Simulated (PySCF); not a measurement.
F2S, SMILES FSF (connectivity only; charge and spin as stated), charge +1, multiplicity 2.

The structure is a stationary point at B3LYP-D3(BJ)/def2-TZVP. The multiplicity is an assumed one; other spin states were not compared.

Two levels are set side by side: PBE/def2-TZVPD (PySCF) and r2SCAN/def2-TZVPD (PySCF). Same geometry, gas phase. Differences are taken from unrounded values.

| quantity | r2SCAN |
|---|---|
| α-spin orbital gap (eV) | 5.33 |
| β-spin orbital gap (eV) | 5.94 |
| mean polarisability (bohr³) | 17.6 |

What does PBE give, and how far is it from r2SCAN? (The exact figures need the calculation; the answer reports its results.)


```tsv
quantity	PBE	PBE minus r2SCAN
α-spin orbital gap (eV)	4.54	-0.79
β-spin orbital gap (eV)	5.32	-0.63
mean polarisability (bohr³)	18.1	0.5
```

Rough cost on one machine, each run with all the roots and properties that it gave: r2SCAN against PBE about 2 times.
